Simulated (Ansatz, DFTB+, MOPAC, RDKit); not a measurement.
Species: C3H7N (charge 0, singlet). SMILES: NC1CC1

Atoms: C1, C2, C3, N4, H5, H6, H7, H8, H9, H10, H11. Bonds: C1-C2, C1-C3, C1-H5, C1-H6, C2-C3, C2-H7, C2-H8, C3-N4, C3-H9, N4-H10, N4-H11.

Bond lengths (Å) and angles (degrees) optimised at MMFF94 with RDKit; PM3 with MOPAC; SCC-DFTB with DFTB+; HF/STO-3G with Ansatz (a quantum-chemistry and plane-wave program); HF/6-31G* with Ansatz; PBE/6-31G* with Ansatz, each started from the B3LYP-D3(BJ)/def2-TZVP structure (Ansatz) of the last column. A row stands for all coordinates that are equal there; 11 of 18 kinds are shown. 6-31G* holds six Cartesian d functions. No wavenumbers were computed at MMFF94, SCC-DFTB, HF/STO-3G, PBE/6-31G*, so these may be saddle points.

| coordinate | MMFF94 | PM3 | SCC-DFTB | HF/STO-3G | HF/6-31G* | PBE/6-31G* | B3LYP-D3(BJ)/def2-TZVP |
|---|---|---|---|---|---|---|---|
| C1-C2 | 1.502 | 1.497 | 1.493 | 1.502 | 1.500 | 1.514 | 1.507 |
| C1-C3 | 1.500 | 1.508 | 1.496 | 1.506 | 1.494 | 1.512 | 1.501 |
| C1-H5 | 1.084 | 1.096 | 1.096 | 1.081 | 1.075 | 1.094 | 1.081 |
| C3-N4 | 1.457 | 1.465 | 1.430 | 1.472 | 1.435 | 1.448 | 1.440 |
| C3-H9 | 1.088 | 1.110 | 1.120 | 1.089 | 1.081 | 1.104 | 1.089 |
| N4-H10 | 1.019 | 0.997 | 1.030 | 1.033 | 1.002 | 1.027 | 1.013 |
| C2-C1-C3 | 60.0 | 60.2 | 60.1 | 60.1 | 59.9 | 60.0 | 59.9 |
| C1-C3-C2 | 60.1 | 59.5 | 59.9 | 59.8 | 60.3 | 60.1 | 60.3 |
| C1-C3-N4 | 118.8 | 117.5 | 118.1 | 117.6 | 117.1 | 116.5 | 117.0 |
| C2-C1-H5 | 117.7 | 119.8 | 117.7 | 117.6 | 117.5 | 117.1 | 117.2 |
| C2-C1-H6 | 118.0 | 120.1 | 118.0 | 118.7 | 118.4 | 118.8 | 118.5 |

Mean signed difference of all 11 bond lengths from B3LYP-D3(BJ)/def2-TZVP: MMFF94 0.003 Å, PM3 0.007 Å, SCC-DFTB 0.008 Å, HF/STO-3G 0.007 Å, HF/6-31G* -0.007 Å, PBE/6-31G* 0.012 Å.
